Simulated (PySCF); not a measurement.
SMILES [GeH3][CH2]C#N (C2H5GeN) (B3LYP/def2-SVP optimised geometry):

```
9

N      2.429    -0.981     0.000
C      1.269    -0.981     0.000
C     -0.183    -0.943    -0.029
Ge    -0.890     0.556    -1.150
H     -0.575    -1.891    -0.431
H     -0.576    -0.827     0.993
H     -0.391     0.378    -2.594
H     -0.397     1.891    -0.566
H     -2.429     0.481    -1.098
```

Level of theory: B3LYP/def2-TZVP (PySCF 2.14.0).

Task: What are the frontier orbital energies and the dipole moment?

Result: HOMO-2 -9.82 eV, HOMO-1 -9.10 eV, HOMO -8.52 eV, LUMO -0.19 eV, LUMO+1 -0.03 eV; dipole moment 4.13 D.

Meta-Löwdin charges at B3LYP/def2-TZVP: N1 -0.24, C2 0.11, C3 -0.41, Ge4 0.40, H5 0.15, H6 0.15, H7 -0.05, H8 -0.05, H9 -0.06.
